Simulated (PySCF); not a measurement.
C3H5NOSi, SMILES C([SiH2]C=O)C#N.

Coordinates come from a B3LYP-D3(BJ)/def2-SVP optimisation. The structure was generated by enumeration, and PubChem lists no compound with its InChIKey, so it may never have been made. Other conformers were not sampled.

The numbers are results of PySCF with SMD-B3LYP/6-31G*, not measurements.

Solvation free energies are E(SMD) − E(gas) at the gas-phase geometry, for 1 M in both phases. In vacuum the dipole moment is 3.52 D.

```json
[
 {"solvent": "water", "ΔG(solv) (kcal/mol)": "-3.9", "its non-electrostatic (CDS) part": "6.6", "dipole (D)": "4.60"},
 {"solvent": "2-propanol", "ΔG(solv) (kcal/mol)": "-6.2", "its non-electrostatic (CDS) part": "3.2", "dipole (D)": "4.54"},
 {"solvent": "diethylether", "ΔG(solv) (kcal/mol)": "-6.0", "its non-electrostatic (CDS) part": "0.0", "dipole (D)": "4.28"}
]
```
